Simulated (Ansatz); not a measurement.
Bond stretch in BrBe (cation, charge +1), lowest triplet found (which spin is the ground state isn't settled by this scan).

- ROHF/cc-pVDZ (Ansatz, an electronic-structure program)
- ROMP2 = MP2 on ROHF/cc-pVDZ, cores with 3d frozen (Ansatz)
- ROCCSD = Ansatz with CCSD on ROHF/cc-pVDZ, cores with 3d frozen
- ROCCSD(T) = Ansatz with CCSD(T) on ROHF/cc-pVDZ, cores with 3d frozen
- UHF/cc-pVDZ (Ansatz)
- UMP2 = MP2 on UHF/cc-pVDZ, cores with 3d frozen (Ansatz)
- UCCSD = CCSD on UHF/cc-pVDZ, cores with 3d frozen (Ansatz)
- UCCSD(T) = CCSD(T) on UHF/cc-pVDZ, cores with 3d frozen (Ansatz)
- ROCCSDT = CCSDT on ROHF/cc-pVDZ, cores with 3d frozen run with Ansatz
- UCCSDT = CCSDT on UHF/cc-pVDZ, cores with 3d frozen (Ansatz)
- UCCSDT(Q) = Ansatz with CCSDT(Q) on UHF/cc-pVDZ, cores with 3d frozen
- UKS-B3LYP = Ansatz with unrestricted B3LYP/cc-pVDZ
- UKS-BLYP = unrestricted BLYP/cc-pVDZ (Ansatz)
- UKS-PBE = unrestricted PBE/cc-pVDZ (Ansatz)
- FCI = Ansatz with full CI/cc-pVDZ, cores with 3d frozen

All curves are set to zero at 2.26 Å and compared with full CI in the same basis at 2.26, 2.34, 2.42, 2.59, 2.70, 2.91, 3.15, 3.43, 3.80, 4.22, 4.77, 5.44, 6.30, 7.36 Å.

Question: Which method stays most parallel to full CI over these points, and which least?

Answer: UCCSDT(Q) has the smallest spread and UKS-BLYP the largest. In order (kJ/mol): UCCSDT(Q) 0.05, UCCSDT 0.09, ROCCSDT 0.15, UCCSD(T) 0.82, ROCCSD(T) 0.86, UCCSD 4.24, ROCCSD 4.32, UMP2 11.78, ROMP2 12.17, UKS-B3LYP 20.78, UKS-PBE 25.80, UHF 34.72, ROHF 35.84, UKS-BLYP 42.21.

Errors against full CI at some of the points (kJ/mol):

| method | 2.91 Å | 3.43 Å | 4.77 Å | 5.44 Å | 7.36 Å |
|---|---|---|---|---|---|
| UCCSDT(Q) | 0.0 | 0.0 | 0.0 | 0.0 | 0.0 |
| UCCSDT | 0.0 | 0.0 | -0.1 | -0.1 | -0.1 |
| ROCCSDT | 0.0 | 0.0 | -0.1 | -0.1 | -0.1 |
| UCCSD(T) | -0.1 | -0.4 | -0.8 | -0.8 | -0.8 |
| ROCCSD(T) | -0.1 | -0.4 | -0.8 | -0.8 | -0.8 |
| UCCSD | -1.0 | -2.4 | -4.1 | -4.2 | -4.2 |
| ROCCSD | -0.9 | -2.4 | -4.2 | -4.3 | -4.3 |
| UMP2 | -3.0 | -6.8 | -11.4 | -11.7 | -11.8 |
| ROMP2 | -2.7 | -6.8 | -11.8 | -12.1 | -12.2 |
| UKS-B3LYP | -8.9 | -12.8 | -11.9 | -13.4 | -20.8 |
| UKS-PBE | -7.5 | -9.0 | -9.9 | -13.8 | -25.8 |
| UHF | -10.5 | -21.9 | -33.7 | -34.5 | -34.7 |
| ROHF | -10.4 | -22.6 | -34.7 | -35.6 | -35.8 |
| UKS-BLYP | -12.7 | -18.2 | -24.6 | -29.4 | -42.2 |
